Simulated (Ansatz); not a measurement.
# Worked example: the step energy

An elementary step of BNH₄Cl₂O, singlet (BNH₂Cl₂ ([NH2][B]([Cl])[Cl]) + H₂O → BHCl₂O ([OH][B]([Cl])[Cl]) + NH₃ (still joined by a long B–N bond); B–N, H–O broken or loosened, B–O, N–H formed or tightened). “Start” and “end” are the PBE0-D4/def2-TZVP structures reached by relaxing down either side of its saddle point, with the molecules still in contact.

Ansatz 0.2.0; basis: def2-TZVPP and def2-QZVPP; cores frozen in the correlated methods.

Energies in eV:

| quantity | end | start |
| --- | --- | --- |
| Hartree–Fock, triple zeta (X = 3) | -29268.11062 | -29267.50118 |
| Hartree–Fock, quadruple zeta (X = 4) | -29268.99606 | -29268.38892 |
| MP2 correlation, X = 3 | -26.06510 | -25.91523 |
| MP2 correlation, X = 4 | -28.32027 | -28.15949 |
| CCSD(T) correlation, X = 3 | -28.30370 | -28.18587 |

Work out the step energy at the basis limit: extrapolate Hartree–Fock as E(X) = E∞ + A exp(−7.88 √X) and the MP2 correlation as E(X) = E∞ + B X^−2.97 (the exponents that Neese and Valeev fitted for def2-TZVPP and QZVPP), then add CCSD(T) − MP2 in triple zeta.

Each step is linear, so take the differences first (end − start): Hartree–Fock -0.60944 (X = 3) and -0.60714 (X = 4); MP2 correlation -0.14987 and -0.16078; CCSD(T) correlation -0.11783.
Two points give E∞ = E(4) + w [E(4) − E(3)], with w = 1/(exp(7.88 (2 − √3)) − 1) = 0.1377 for Hartree–Fock and w = 1/((4/3)^2.97 − 1) = 0.7407 for the correlation.
Hartree–Fock: -0.60714 + 0.1377 × 0.00230 = -0.6068 eV.
MP2 correlation: -0.16078 + 0.7407 × (-0.01091) = -0.1689 eV.
CCSD(T) − MP2: -0.11783 − (-0.14987) = 0.0320 eV.
Sum: -0.6068 + (-0.1689) + 0.0320 = -0.7437 eV, or -17.15 kcal/mol. Plain CCSD(T) in triple zeta gives -0.7273 eV, so the larger basis shifts the result by -0.0164 eV.

The T1 diagnostic stays at or below 0.011.

The step is the kind of ligand exchange by which a precursor binds to a hydroxyl group, or is hydrolysed, in atomic layer deposition of oxides.

Labels in which every atom is bracketed show which atoms are joined, not bond orders.

For scale, one of the runs: CCSD(T)/def2-TZVPP, 233 basis functions, launched by `ansatz run in.yaml --threads 4 --pin off --events-out ev --progress --plain --max-ram 9574MiB`. Time: 2.2 min of wall clock on 4 CPU threads of an Arm Neoverse V1; the host was shared. Peak host memory: 4.1 GiB.
